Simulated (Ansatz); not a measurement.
Species: C$_{5}$H$_{7}$Ge, net charge 0, doublet state. It need not be the lowest isomer of its formula. 
Coordinates optimised at B3LYP-D3(BJ)/def2-TZVP (Ansatz, an electronic-structure program):
```
C
C 1 1.3518
H 2 1.0797 1 126.99
C 2 1.4514 3 125.51 1 -180.00
C 4 1.3295 2 113.76 3 180.00
H 5 1.0783 4 129.40 2 180.00
C 5 1.5140 6 124.84 4 180.00
H 7 1.0959 5 111.51 6 -59.52
H 7 1.0959 8 106.60 5 -121.92
Ge 1 1.9396 2 126.16 3 0.00
H 10 1.5372 1 108.72 2 0.00
H 10 1.5411 11 109.59 1 -120.85
H 10 1.5411 11 109.59 12 -118.30
```
Charge 0, spin multiplicity 2.

Basis-set convergence of Hartree-Fock and CCSD(T) correlation energies (hartree) with Ansatz. Correlated levels leave the core frozen unless marked. UHF or UKS for open shells. Spin-orbit coupling is left out. The frozen core is the preceding noble-gas configuration, with the filled d and f shells of earlier blocks. No relativistic terms.

The UHF reference is spin-contaminated (<S^2> 0.50 over the pure value in the largest basis). 

```json
[
 {"basis": "cc-pVDZ", "functions": "132", "E(HF)": "-2268.65602", "E(corr, CCSD(T))": "-0.81049"},
 {"basis": "cc-pVTZ", "functions": "291", "E(HF)": "-2268.77642", "E(corr, CCSD(T))": "-0.97045"},
 {"basis": "cc-pVQZ", "functions": "553", "E(HF)": "-2268.79197", "E(corr, CCSD(T))": "-1.01992"}
]
```

Extrapolating the two largest sets (X = 3 and 4) as X^-3: E(corr) = (64·(-1.01992) - 27·(-0.97045))/37 = -1.0560 Eh, an estimate of the basis-set limit. The largest set recovers 96.6 % of it, the smallest 76.7 %.
